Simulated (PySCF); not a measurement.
FH4N2NbS, multiplicity 1. Atoms are numbered in the order given.

```xyz
9

Nb    -0.1894    -0.0301     0.0000
S      1.9689    -0.0190     0.0000
F     -0.9447    -1.7559     0.0000
N     -0.8036     0.8973    -1.6163
H     -1.7816     1.1023    -1.8235
H     -0.2107     1.2866    -2.3476
N     -0.8036     0.8973     1.6163
H     -0.2107     1.2866     2.3476
H     -1.7816     1.1023     1.8235
```
Charge 0, spin multiplicity 1.

Geometry optimised at r2SCAN-D4/def2-SVP. The spin state was assumed, not searched. The structure was generated by enumeration; whether it is a known compound was not checked. The def2 effective core potentials stand for the cores of Nb; spin–orbit coupling is left out. Other conformers were not sampled.

Computed with ωB97X/def2-TZVP (PySCF).

ESP charges are fitted to the potential on shells at 1.4 to 2.0 van der Waals radii. Atomic charges (e):

| atom | ESP fit | Mulliken | Löwdin |
|---|---|---|---|
| Nb1 | 1.37 | 1.55 | 0.37 |
| S2 | -0.42 | -0.48 | 0.04 |
| F3 | -0.37 | -0.47 | -0.27 |
| N4 | -1.16 | -0.83 | -0.39 |
| H5 | 0.46 | 0.25 | 0.16 |
| H6 | 0.40 | 0.28 | 0.16 |
| N7 | -1.16 | -0.83 | -0.39 |
| H8 | 0.40 | 0.28 | 0.16 |
| H9 | 0.46 | 0.25 | 0.16 |
